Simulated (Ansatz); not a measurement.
**Abstraction of H: C2H7InO + C3H4Al → C2H6InO + C3H5Al**

Species: C2H7InO `C[O][InH][CH3]`, singlet; C3H4Al `C#[C][Al][CH3]`, doublet; C2H6InO `C[O][In][CH3]`, doublet; C3H5Al `C#[C][AlH][CH3]`, singlet. A radical takes H: the energy is the difference in strength between the In–H bond broken and the Al–H bond made.

Shapes, held fixed at every level: PBE0-D4/def2-TZVP. Flexible molecules stand in one conformer, not always the lowest. Programs: Ansatz 0.2.0. Electronic energies: no zero-point or thermal term.

```
              level                    kind  ΔE (kJ/mol)  less CCSD/def2-SVP
       MP2/def2-SVP     perturbation theory        -67.3                +4.5
     MP2/def2-TZVPP     perturbation theory        -62.0                +9.8
BHLYP-D4/def2-TZVPP           global hybrid        -75.6                -3.8
 PBE0-D4/def2-TZVPP           global hybrid        -64.3                +7.5
 wB97M-V/def2-TZVPP  range-separated hybrid        -74.1                -2.3
   CCSD(T)/def2-SVP   coupled cluster or CI        -71.8                 0.0
      CCSD/def2-SVP   coupled cluster or CI        -71.8                 0.0
```

The highest level, CCSD/def2-SVP, gives ΔE = -71.8 kJ/mol; the levels span -75.6 to -62.0. The column of differences is taken from that level and isn't an error. No measured value is set beside it here. Open shells run unrestricted. For atoms past krypton def2 sets carry core potentials with scalar relativity. Outer-core shells of In are correlated, in sets that cover them unevenly.
